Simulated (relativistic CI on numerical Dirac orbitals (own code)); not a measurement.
## Level scheme of Ho LI

These numbers are calculated, not measured: Dirac-Coulomb-Breit CI, orbitals from a KLI potential per configuration, a model potential for QED, unscaled Slater integrals (own radial code, finite nucleus).

Configurations in the expansion (outside the closed core [Ne]): 3s²3p⁵, 3s3p⁶, 3s²3p⁴3d, 3s3p⁵3d, 3p⁶3d, 3s3p⁴3d², 3s²3p³3d4p, 3p⁶4s, 3s3p⁴3d4s, 3s²3p⁴4s, 3p⁶4p, 3s²3p⁴4p, 3s²3p³3d², 3s²3p²3d³, 3s3p³3d³, 3s²3p²3d²4s, 3s²3p²3d²4p. Double excitations out of closed p, d and f shells are left out; levels of such configurations are missing from the list, as are those of other unlisted configurations, and high levels can miss mixing partners.

The lowest level is 3s²3p⁵ ²P°3/2, with 99 % of that term; Hund's rules for 3s²3p⁵ give ²P° with J = 3/2, in agreement.

| No. | Configuration | Term | J | E (Ry) | % | Landé g | Lifetime (s) |
| --- | --- | --- | --- | --- | --- | --- | --- |
| 1 | 3s²3p⁵ | ²P° | 3/2 | 0.0000 | 99 | 1.323 |  |
| 2 | 3p⁴(3P)3d | ⁴D | 3/2 | 15.2400 | 37 | 1.164 | 5.34e-10 |
| 3 | 3p⁴(3P)3d | ⁴D | 5/2 | 15.6015 | 41 | 1.194 | 5.26e-10 |
| 4 | 3p⁴(3P)3d | ⁴P | 1/2 | 15.6619 | 48 | 1.670 | 8.22e-11 |
| 5 | 3s²3p⁵ | ²P° | 1/2 | 15.8750 | 98 | 0.652 | 1.06e-08 |
| 6 | 3p⁴(3P)3d | ²F | 7/2 | 15.9124 | 34 | 1.113 | 2.80e-03 |
| 7 | 3p⁴(1S)3d | ²D | 3/2 | 17.1186 | 61 | 0.856 | 1.93e-09 |
| 8 | 3p⁴(3P)3d | ²F | 7/2 | 18.9928 | 47 | 1.248 | 1.68e-06 |
| 9 | 3p⁴(3P)3d | ⁴F | 9/2 | 19.1636 | 68 | 1.255 | 1.93e-06 |
| 10 | 3p⁴(3P)3d | ²P | 1/2 | 19.4584 | 54 | 1.231 | 2.94e-11 |
| 11 | 3p⁴(1S)3d | ²D | 5/2 | 21.0200 | 53 | 1.211 | 6.54e-07 |
| 12 | 3p⁴(3P)3d | ²P | 3/2 | 21.4350 | 36 | 1.176 | 3.06e-12 |
| 13 | 3p⁴(3P)3d | ²D | 5/2 | 21.6992 | 50 | 1.159 | 2.25e-12 |
| 14 | 3s3p⁶ | ²S | 1/2 | 28.1506 | 72 | 1.985 | 1.43e-12 |
| 15 | 3p⁴(3P)3d | ⁴D | 1/2 | 30.3527 | 78 | 0.225 | 4.02e-11 |
| 16 | 3p⁴(3P)3d | ⁴D | 3/2 | 31.0582 | 33 | 0.954 | 6.13e-10 |
| 17 | 3p³(2P°)3d²(3F) | ⁴F° | 3/2 | 31.4493 | 29 | 0.871 | 8.19e-11 |
| 18 | 3p⁴(3P)3d | ⁴F | 5/2 | 31.6450 | 48 | 0.987 | 1.63e-11 |
| 19 | 3p⁴(1D)3d | ²G | 7/2 | 31.7443 | 59 | 0.997 | 2.14e-08 |
| 20 | 3p³(2P°)3d²(3F) | ⁴F° | 5/2 | 31.8040 | 25 | 0.985 | 7.78e-11 |
| 21 | 3p³(2P°)3d²(3F) | ⁴D° | 1/2 | 31.8270 | 46 | 0.150 | 3.90e-11 |
| 22 | 3p³(2P°)3d²(3F) | ²G° | 7/2 | 31.9923 | 22 | 1.059 | 1.88e-10 |
| 23 | 3p³(2P°)3d²(3P) | ⁴P° | 3/2 | 33.3782 | 18 | 1.443 | 8.68e-11 |
| 24 | 3p⁴(3P)3d | ²D | 5/2 | 33.8591 | 52 | 1.129 | 5.61e-13 |
| 25 | 3p⁴(1D)3d | ²P | 3/2 | 33.9616 | 49 | 1.254 | 5.78e-13 |
| 26 | 3p⁴(1D)3d | ²S | 1/2 | 34.3297 | 31 | 1.740 | 2.93e-13 |
| 27 | 3p⁴(3P)3d | ⁴D | 7/2 | 34.4180 | 42 | 1.292 | 1.06e-08 |
| 28 | 3p⁴(3P)3d | ²P | 3/2 | 35.0263 | 48 | 1.254 | 3.03e-11 |
| 29 | 3p³(2P°)3d²(3F) | ⁴G° | 9/2 | 35.0768 | 32 | 1.193 | 1.16e-10 |
| 30 | 3p⁴(3P)3d | ²F | 5/2 | 35.2931 | 46 | 1.133 | 4.49e-09 |

Energies count from the lowest computed level; ° marks odd parity; lifetimes are radiative, by E1, M1, E2, M2, E3 decay to levels of this space only. Percentages are summed over parent terms; the parents shown are those of the largest component, closed shells are left out there.

The mean weight of the leading LS term, summed over parents, in these 30 levels is 49 %, and that of the leading jj configuration (from the same eigenvectors) 95 %, so jj coupling describes them better and the LS labels are nominal.

At this charge energies of transitions that change n are usually good to better than 1 %, and those within a shell (Δn = 0) to a few per cent.

LS names give the leading component of a level, which can be under half, so a name can repeat, a term be missing and a line seem to break the LS rules.
